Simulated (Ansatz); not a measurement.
CH$_{6}$Cl$_{2}$OSi$_{2}$, SMILES `CO[Si]([SiH3])(Cl)Cl`, charge 0, multiplicity 1.

Give a relaxed structure at PBE0-D4/def2-TZVP (the Gaussian-basis code of Ansatz). (Estimate.)

Ansatz gave: 
Z-matrix (Å, degrees):
```
C
O 1 1.416
H 1 1.093 2 110.8
H 1 1.093 2 110.8 3 121.4
H 1 1.090 2 107.7 3 -119.3
Si 2 1.620 1 126.7 3 -60.6
Cl 6 2.058 2 109.8 1 58.1
Si 6 2.327 2 109.2 1 179.9
Cl 6 2.058 2 109.8 1 -58.3
H 8 1.485 6 108.3 2 -179.9
H 8 1.485 6 109.3 2 60.3
H 8 1.485 6 109.3 2 -60.2
```
Point group Cs.
This is one stationary point; other conformers may exist.
